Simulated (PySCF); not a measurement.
CH4BClO. Atoms are numbered in the order given.

```xyz
8

B     -0.5125     0.0575     0.0000
H     -1.7044    -0.1387     0.0000
Cl     0.0863     1.7104     0.0000
O      0.3774    -0.9360     0.0000
C      0.0043    -2.2928     0.0000
H      0.4223    -2.7820    -0.8924
H      0.4223    -2.7820     0.8924
H     -1.0907    -2.4162     0.0000
```

Geometry: PBE0-D3(BJ)/def2-SVP. One conformer was computed; it need not be the lowest.

Level of theory: TDDFT-M06-2X/def2-SVPD run with PySCF.

Vertical excitations. Isolated molecule, no solvent. State labels are in the subgroup Cs.

```
state  symmetry  energy (eV)  λ (nm)      f                                                                main pairs
-----  --------  -----------  ------  -----  ------------------------------------------------------------------------
S1           A"         6.90     180  0.004                                                            HOMO→LUMO 90 %
S2           A"         7.68     162  0.001                                                          HOMO−2→LUMO 88 %
S3           A'         7.81     159  0.197                                                          HOMO−1→LUMO 93 %
S4           A'         8.51     146  0.029                                        HOMO→LUMO+1 78 %, HOMO→LUMO+2 15 %
S5           A"         8.57     145  0.046                                                        HOMO−1→LUMO+1 87 %
S6           A'         9.06     137  0.061  HOMO→LUMO+2 30 %, HOMO−2→LUMO+1 21 %, HOMO→LUMO+3 21 %, HOMO→LUMO+1 11 %
S7           A'         9.10     136  0.072                                                          HOMO−3→LUMO 89 %
S8           A"         9.12     136  0.000                                                          HOMO−4→LUMO 76 %
S9           A"         9.19     135  0.006                  HOMO−1→LUMO+2 58 %, HOMO−4→LUMO 15 %, HOMO−3→LUMO+1 12 %
S10          A'         9.33     133  0.024                                      HOMO−2→LUMO+1 60 %, HOMO→LUMO+3 15 %
T1           A"         6.60     188      0                                                            HOMO→LUMO 81 %
T2           A'         6.72     185      0                                                          HOMO−1→LUMO 88 %
T3           A"         7.47     166      0                                          HOMO−2→LUMO 80 %, HOMO→LUMO 13 %
T4           A'         7.76     160      0                                                          HOMO−3→LUMO 82 %
```
Triplets are in the Tamm–Dancoff approximation, which puts them higher than full response would, so one can lie above its singlet here.
